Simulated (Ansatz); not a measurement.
Mulliken charges of C2H4O3Zr (`C#[C][Zr]([OH])([OH])[OH]`) from PBE/def2-TZVPP in Ansatz (PBE0-D4/def2-TZVP geometry).

```json
{"atom": "C1", "x (Å)": "1.282", "y (Å)": "-2.176", "z (Å)": "-1.414", "charge (e)": "-0.279"}
{"atom": "C2", "x (Å)": "0.744", "y (Å)": "-1.263", "z (Å)": "-0.821", "charge (e)": "-0.390"}
{"atom": "Zr3", "x (Å)": "-0.236", "y (Å)": "0.402", "z (Å)": "0.261", "charge (e)": "1.353"}
{"atom": "O4", "x (Å)": "-0.960", "y (Å)": "1.602", "z (Å)": "-1.046", "charge (e)": "-0.470"}
{"atom": "O5", "x (Å)": "-1.622", "y (Å)": "-0.347", "z (Å)": "1.354", "charge (e)": "-0.470"}
{"atom": "O6", "x (Å)": "1.096", "y (Å)": "1.268", "z (Å)": "1.332", "charge (e)": "-0.470"}
{"atom": "H7", "x (Å)": "1.754", "y (Å)": "-2.978", "z (Å)": "-1.935", "charge (e)": "0.180"}
{"atom": "H8", "x (Å)": "-1.171", "y (Å)": "2.379", "z (Å)": "-1.554", "charge (e)": "0.181"}
{"atom": "H9", "x (Å)": "-2.461", "y (Å)": "-0.535", "z (Å)": "1.762", "charge (e)": "0.181"}
{"atom": "H10", "x (Å)": "1.576", "y (Å)": "1.648", "z (Å)": "2.061", "charge (e)": "0.181"}
```

Q: By hand: the dipole of these point charges (1 e Å = 4.8032 D).

A: Σ q r = (-0.325, 0.554, 0.359) e Å, of length 0.736 e Å = 3.54 D.

Q: How does the dipole of the full density compare? (Estimate.)

A: The calculation gave: (-0.244, 0.414, 0.269) e Å, 2.65 D; the point charges give 1.34 times that, at 0° from its direction.

Point charges leave out the atoms' own dipoles, such as those of lone pairs, and Mulliken's split depends on the basis, so the two needn't agree.
